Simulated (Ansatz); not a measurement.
Relaxation of CH5BO2 (9 atoms, charge 0, multiplicity 1), to a largest force component of 0.02 eV/Å in at most 40 steps.

Theory: Ansatz 0.2.0, RKS r2SCANh-D4/6-31G*.

```xyz
9
Properties=species:S:1:pos:R:3
B 0.000 0.000 0.000
C 0.000 0.000 1.600
H -1.000 -0.309 1.970
H 0.768 -0.711 1.970
H 0.232 1.020 1.970
O 1.221 0.000 -0.705
H 1.521 -0.952 -0.860
O -1.221 0.000 -0.705
H -1.731 -0.847 -0.496
```

Problem. Where does it end, and by what steps?

Solution. The forces met the threshold. After 9 steps the energy has fallen by 1.187 eV; H7 moved furthest, 0.88 Å.

```json
{"step": "0", "energy less start (eV)": "0.0000", "largest force component (eV/Å)": "1.975", "accepted": "yes"}
{"step": "1", "energy less start (eV)": "-0.2890", "largest force component (eV/Å)": "2.431", "accepted": "yes"}
{"step": "2", "energy less start (eV)": "-0.4716", "largest force component (eV/Å)": "2.622", "accepted": "yes"}
{"step": "3", "energy less start (eV)": "-0.7516", "largest force component (eV/Å)": "1.271", "accepted": "yes"}
{"step": "4", "energy less start (eV)": "-0.9763", "largest force component (eV/Å)": "1.080", "accepted": "yes"}
{"step": "5", "energy less start (eV)": "-1.1155", "largest force component (eV/Å)": "1.104", "accepted": "yes"}
{"step": "6", "energy less start (eV)": "-1.1724", "largest force component (eV/Å)": "0.484", "accepted": "yes"}
{"step": "7", "energy less start (eV)": "-1.1859", "largest force component (eV/Å)": "0.179", "accepted": "yes"}
{"step": "8", "energy less start (eV)": "-1.1866", "largest force component (eV/Å)": "0.054", "accepted": "yes"}
{"step": "9", "energy less start (eV)": "-1.1868", "largest force component (eV/Å)": "0.011", "accepted": "yes"}
```

```xyz
9
Properties=species:S:1:pos:R:3
B 0.106 -0.247 0.070
C -0.062 -0.004 1.618
H -1.102 0.074 1.952
H 0.403 -0.824 2.178
H 0.461 0.908 1.922
O 1.348 -0.119 -0.482
H 1.309 -0.311 -1.429
O -0.917 -0.604 -0.775
H -1.756 -0.673 -0.309
```

Whether the end is a true minimum wasn't checked by a vibrational analysis.

Run time: 40 s on 1 thread of Arm Neoverse V1, with other jobs on the host, peak memory 0.15 GiB.
